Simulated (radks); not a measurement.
Nb3+, 38 electrons, occupied as [Kr] 4d2. Calculated with a radial shooting solver on a logarithmic mesh with Libxc functionals: Dirac Kohn-Sham, LDA (Slater exchange, Perdew-Wang correlation), spin-unpolarised, spherical densities, point nucleus; open shells are shared between the two j in proportion to 2j + 1.

Spin-orbit splittings of the eigenvalues, e(l+1/2) - e(l-1/2), with zeta = 2 splitting/(2l+1) and mean radii in bohr:

shell  occ.  splitting (eV)  zeta (eV)  <r> j=l-1/2  <r> j=l+1/2
2p        6           95.61      63.74       0.1347       0.1392
3p        6           15.51      10.34       0.4391       0.4497
3d       10           2.892      1.157       0.4311       0.4346
4p        6           2.232      1.488        1.253        1.281
4d        2          0.2362    0.09448        1.706        1.718
4f        0        0.001241  0.0003545        4.063        4.064
5p        0          0.3827     0.2551        3.165        3.219
5d        0         0.04774    0.01909        4.427        4.445
